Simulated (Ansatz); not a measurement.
Species: sum formula InClF$_{2}$, charge 0, multiplicity 1. SMILES: [F][In]([F])[Cl]
Geometry: optimised at B3LYP-D3(BJ)/def2-TZVP (Ansatz, a quantum-chemistry and plane-wave program).

Property: vertical ionisation energy (to the doublet state of charge +1; each state is the SCF solution reached for its spin), in eV. Correlated levels leave the core frozen unless marked. Open shells are spin-unrestricted. No spin-orbit coupling. Frozen are the shells of the preceding noble gas and the d and f shells that filled before the atom's block. Past Kr the def2 sets carry scalar-relativistic core potentials. Basis-set limits of correlation are two-point, X^-3; Hartree-Fock from the larger set.

```json
[
 {"level": "HF/def2-SVPD", "program": "Ansatz", "vertical ionisation energy (eV)": "11.75"}
]
```

**Question.** What does CCSD(T)/CBS(def2-TZVPPD,def2-QZVPPD) (Ansatz) give?

**Answer.** 12.62 eV, so HF/def2-SVPD differs from it by -0.87 eV.
